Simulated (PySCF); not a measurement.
Orbital picture of MoH

PBE0 at R = 1.724 Å; basis Mo cc-pVDZ-PP with ECP28, H cc-pVDZ; scalar-relativistic core potentials; PySCF 2.14. State: ⁶Σ⁺ (sextet), unpaired electrons σ ↑, π ↑↑, δ ↑↑. Only the outer orbitals are listed, counted within each symmetry, core potentials removing the inner ones.

```json
{"spin": "α", "orbital": "3σ", "occ.": "1", "ε (eV)": "-8.21", "on Mo (%)": "58", "main shells (%)": "42 H s, 39 Mo d, 14 Mo s"}
{"spin": "α", "orbital": "2π", "occ.": "1", "ε (eV)": "-6.17", "on Mo (%)": "100", "main shells (%)": "100 Mo d"}
{"spin": "α", "orbital": "2π", "occ.": "1", "ε (eV)": "-6.17", "on Mo (%)": "100", "main shells (%)": "100 Mo d"}
{"spin": "α", "orbital": "1δ", "occ.": "1", "ε (eV)": "-6.10", "on Mo (%)": "100", "main shells (%)": "100 Mo d"}
{"spin": "α", "orbital": "1δ", "occ.": "1", "ε (eV)": "-6.10", "on Mo (%)": "100", "main shells (%)": "100 Mo d"}
{"spin": "α", "orbital": "4σ", "occ.": "1", "ε (eV)": "-5.54", "on Mo (%)": "97", "main shells (%)": "63 Mo s, 34 Mo d"}
{"spin": "α", "orbital": "5σ", "occ.": "0", "ε (eV)": "-1.76", "on Mo (%)": "87", "main shells (%)": "60 Mo p, 16 Mo d, 13 H s"}
{"spin": "α", "orbital": "3π", "occ.": "0", "ε (eV)": "-0.76", "on Mo (%)": "100", "main shells (%)": "100 Mo p"}
{"spin": "α", "orbital": "3π", "occ.": "0", "ε (eV)": "-0.76", "on Mo (%)": "100", "main shells (%)": "100 Mo p"}
{"spin": "β", "orbital": "2σ", "occ.": "1", "ε (eV)": "-39.26", "on Mo (%)": "100", "main shells (%)": "100 Mo p"}
{"spin": "β", "orbital": "1π", "occ.": "1", "ε (eV)": "-38.85", "on Mo (%)": "100", "main shells (%)": "100 Mo p"}
{"spin": "β", "orbital": "1π", "occ.": "1", "ε (eV)": "-38.85", "on Mo (%)": "100", "main shells (%)": "100 Mo p"}
{"spin": "β", "orbital": "3σ", "occ.": "1", "ε (eV)": "-7.79", "on Mo (%)": "38", "main shells (%)": "62 H s, 20 Mo d, 14 Mo s"}
{"spin": "β", "orbital": "4σ", "occ.": "0", "ε (eV)": "-1.21", "on Mo (%)": "101", "main shells (%)": "82 Mo s, 13 Mo d"}
{"spin": "β", "orbital": "5σ", "occ.": "0", "ε (eV)": "-0.29", "on Mo (%)": "93", "main shells (%)": "50 Mo p, 44 Mo d"}
{"spin": "β", "orbital": "2π", "occ.": "0", "ε (eV)": "-0.28", "on Mo (%)": "99", "main shells (%)": "100 Mo d"}
```

Question: Which are the highest filled and the lowest empty level, where do they sit, and how wide is the gap?

Answer: Highest filled α 4σ at -5.54 eV (in %: 63 Mo s, 34 Mo d); lowest empty α 5σ at -1.76 eV (in %: 60 Mo p, 16 Mo d, 13 H s); the gap at PBE0 is 3.78 eV.

The bond order (Mayer) is 0.99 and the ⟨S²⟩ is 8.782. The charge on Mo (Mulliken, basis-dependent) is 0.08. The charge on Mo (Löwdin, basis-dependent) is 0.12, the dipole moment (positive dipole means Mo(−)H(+)) is -2.58 D and the polarisability along the bond is 60.2 bohr³. The polarisability across the bond is 64.1 bohr³.

Shares are Mulliken populations and can fall outside 0 to 100 %.

Spin–orbit coupling is left out. With d or f electrons several states lie close, and the lowest PBE0 determinant need not be the measured ground state.
